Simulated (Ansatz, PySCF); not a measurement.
boron oxyfluoride anion (BFO), SMILES O=BF (connectivity only; charge and spin as stated), charge -1, multiplicity 2. Atoms are numbered in the order given.

```xyz
3

F      0.0377    -1.1554     0.0000
B     -0.4135     0.1463     0.0000
O      0.1537     1.2655     0.0000
```
Charge -1, spin multiplicity 2.

Coordinates come from a PBE0-D3(BJ)/def2-TZVPD optimisation. The multiplicity is an assumed one; other spin states were not compared.

Two levels are set side by side: PBE-D3(BJ)/def2-TZVPD (Ansatz, a program for electronic structure) and PBE0-D3(BJ)/def2-TZVPD (Ansatz). Each level has its own optimised geometry; the coordinates shown are those of the second. Frequencies come from the Hessian of PySCF at each geometry. Differences are taken from unrounded values.

```tsv
quantity	PBE0-D3(BJ)
mean bond length (Å)	1.316
bond F1–B2 (Å)	1.378
bond B2–O3 (Å)	1.255
highest harmonic wavenumber (cm⁻¹)	1679
mean harmonic wavenumber (cm⁻¹)	1007
zero-point energy (kcal/mol)	4.32
```

Task: What does PBE-D3(BJ) give, and how far is it from PBE0-D3(BJ)? (Estimate from the structure and the level; the computed values follow.)

Result: 
```tsv
quantity	PBE-D3(BJ)	PBE-D3(BJ) minus PBE0-D3(BJ)
mean bond length (Å)	1.328	0.012
bond F1–B2 (Å)	1.390	0.013
bond B2–O3 (Å)	1.265	0.011
highest harmonic wavenumber (cm⁻¹)	1622	-57
mean harmonic wavenumber (cm⁻¹)	961	-47
zero-point energy (kcal/mol)	4.12	-0.20
```

GGA bonds tend to be longer and softer than those of functionals with exact exchange. Differences between two approximate levels are no errors against the true value.
